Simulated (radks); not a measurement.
Excited configurations of Pb I: one electron is placed in a higher orbital outside [Hg] 6p1. The ground configuration is [Hg] 6p2. Method: scalar-relativistic Kohn-Sham, PBEsol, spin-unpolarised, spherical densities, finite nucleus; Fermi nuclear charge, rms radius 5.5012 fm; computed with a radial shooting solver on a logarithmic mesh with Libxc functionals. Excitation = E - E(ground); binding = E(ion) - E, where the ion is the core of charge +1; n* = 1/sqrt(2 binding) in atomic units, and the quantum defect is n - n*.

5f: excitation (eV) 5.694; binding (eV) 0.907; n* 3.874; eigenvalue (eV) -0.427; <r> (bohr) 17.32
6d: excitation (eV) 4.891; binding (eV) 1.710; n* 2.821; eigenvalue (eV) -0.696; <r> (bohr) 9.101
6f: excitation (eV) 5.973; binding (eV) 0.628; n* 4.656; eigenvalue (eV) -0.360; <r> (bohr) 29.32
7s: excitation (eV) 3.508; binding (eV) 3.092; n* 2.098; eigenvalue (eV) -1.777; <r> (bohr) 6.920
7p: excitation (eV) 4.569; binding (eV) 2.031; n* 2.588; eigenvalue (eV) -1.125; <r> (bohr) 9.664
7d: excitation (eV) 5.519; binding (eV) 1.081; n* 3.548; eigenvalue (eV) -0.588; <r> (bohr) 17.51
7f: excitation (eV) 6.146; binding (eV) 0.454; n* 5.472; eigenvalue (eV) -0.281; <r> (bohr) 43.88

The Delta-SCF ionisation energy is 6.600 eV (NIST Atomic Spectra Database: 7.417 eV, measured). Self-interaction in the functional shifts the binding energies and quantum defects, so they are the method's values and not measured ones. Spin polarisation and multiplet splitting are left out, so open shells lie too high by an amount that depends on their filling. Spin-orbit splitting is averaged out at the scalar-relativistic level.

Beside tabulated values, note that spin-unpolarised runs miss the spin-polarisation part of the exchange energy of open shells, and scalar-relativistic runs lack spin-orbit coupling.
